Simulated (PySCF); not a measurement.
SMILES F[Si](F)(F)CCBr (C₂H₄BrF₃Si) (GFN2-xTB optimised geometry):

```
11

F     -0.313    -1.607     1.277
Si     0.099    -0.760     0.000
F     -0.332    -1.651    -1.238
F      1.680    -0.760     0.000
C     -0.728     0.934     0.000
C     -1.016     1.492    -1.388
Br     0.633     1.826    -2.385
H     -0.111     1.651     0.548
H     -1.680     0.875     0.536
H     -1.534     2.449    -1.331
H     -1.597     0.796    -1.991
```

Computed with PySCF 2.14.0 with B3LYP/def2-TZVP.

What are the frontier orbital energies and the dipole moment?

HOMO-2 -9.96 eV, HOMO-1 -8.10 eV, HOMO -8.04 eV, LUMO -0.70 eV, LUMO+1 0.38 eV; dipole moment 3.35 D.

Meta-Löwdin charges at B3LYP/def2-TZVP: F1 -0.49, Si2 1.66, F3 -0.49, F4 -0.48, C5 -0.48, C6 -0.17, Br7 -0.10, H8 0.14, H9 0.14, H10 0.14, H11 0.14.
